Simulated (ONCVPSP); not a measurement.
Scattering properties, ONCV potential for bromine (Br)

ONCVPSP 4.0.1 input, shortened (lines: element, Z, core and valence counts, functional; n l f; lmax; l rc ep ncon nbas qcut; lloc lpopt rc5 dvloc0; l nproj debl; icmod fcfact rcfact), BLYP, fully relativistic:

```
  Br 35.00    4    4  -106131      upf
    1    0    2.00
    2    0    2.00
    2    1    6.00
    3    0    2.00
    3    1    6.00
    3    2   10.00
    4    0    2.00
    4    1    5.00
    2
    0    1.25    0.00    4    8    4.20
    1    0.75    0.00    5    9   19.10
    2    1.00    0.00    4    9   13.70
    4    5    0.50    4.00
    0    1    3.40
    1    2    0.60
    2    2    2.70
    3    4.25    1.70
```

Open shells are filled in proportion to 2j + 1.

The phase is arctan(r·R′/R) of the radial function R(r), unwrapped; energies in Ha, scanned from -8 to 5 Ha. A pole is an energy at which the radial function vanishes at the test radius. The pseudo phase is shifted by a multiple of π to meet the all-electron one at the reference energy, and phase errors are pseudo minus all-electron; the curves can meet again beyond the range given. Levels narrower than the energy grid can be missing from the lists of poles.

Question: For each channel, where are the poles, and over which energies does the pseudopotential scatter like the atom?

Answer:

```csv
channel,radius (bohr),reference energy (Ha),"poles, all-electron","poles, pseudo",unbroken range about the reference energy with phases within 0.05 rad,phase error 1 Ha above the reference energy (rad)
s,1.27,-0.74,none,2.50,-6.7 to 1.0,-0.021
p3/2,0.76,-0.28,-2.02,-2.02,the whole range,+0.000
p1/2,0.76,-0.30,-2.50,-2.50,the whole range,+0.000
d5/2,1.01,-2.43,-1.47,-1.47,the whole range,-0.000
d3/2,1.01,-2.47,-1.52,-1.52,the whole range,-0.000
```

Note: ghosts flagged at negative energy: s at -645.2 eV; no localised positive-energy state flagged. A true bound ghost makes a file unfit for plane-wave use.

Phases in the d5/2 channel:

| E (Ha) | all-electron | pseudo |
| --- | --- | --- |
| -7.96 | 1.193 | 1.193 |
| -7.24 | 1.156 | 1.156 |
| -6.52 | 1.106 | 1.105 |
| -5.80 | 1.031 | 1.031 |
| -5.08 | 0.907 | 0.907 |
| -4.36 | 0.661 | 0.660 |
| -3.64 | 0.059 | 0.058 |
| -2.92 | -0.872 | -0.872 |
| -2.20 | -1.353 | -1.353 |
| -1.48 | -1.568 | -1.568 |
| -0.76 | -1.698 | -1.698 |
| -0.04 | -1.799 | -1.799 |
| 0.68 | -1.896 | -1.896 |
| 1.40 | -2.005 | -2.005 |
| 2.12 | -2.145 | -2.145 |
| 2.84 | -2.346 | -2.347 |
| 3.56 | -2.652 | -2.654 |
| 4.28 | -3.088 | -3.092 |
| 5.00 | -3.551 | -3.558 |
